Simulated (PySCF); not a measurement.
Stepwise substitution at one centre (Ge H-SiH3). All species are isolated molecules in the gas phase. Strings in code marks are SMILES.

The dipole moment from two functionals at the same geometries (PBE0-D3(BJ)/def2-SVP), both in PySCF: PBE-D3(BJ)/def2-TZVP and PBE0-D3(BJ)/def2-TZVP. 

```
species                                             PBE-D3(BJ)/def2-TZVP (D)
--------------------------------------------------  ------------------------
0 of 4 H replaced by SiH3 (`[GeH4]`)                                    0.00
1 of 4 H replaced by SiH3 (`[GeH3][SiH3]`)                              0.06
2 of 4 H replaced by SiH3 (`[GeH2]([SiH3])[SiH3]`)                      0.04
3 of 4 H replaced by SiH3                                               0.13
```

Problem. What does PBE0-D3(BJ)/def2-TZVP give for each?

Solution. 
- 0 of 4 H replaced by SiH3 (`[GeH4]`): 0.00
- 1 of 4 H replaced by SiH3 (`[GeH3][SiH3]`): 0.08
- 2 of 4 H replaced by SiH3 (`[GeH2]([SiH3])[SiH3]`): 0.03
- 3 of 4 H replaced by SiH3: 0.12
Over these rows, drawn at random from the members with no instability flagged (it was tested for open shells, ions and some series alone), PBE minus PBE0-D3(BJ): mean 0.00 D, from -0.02 D to +0.01 D.
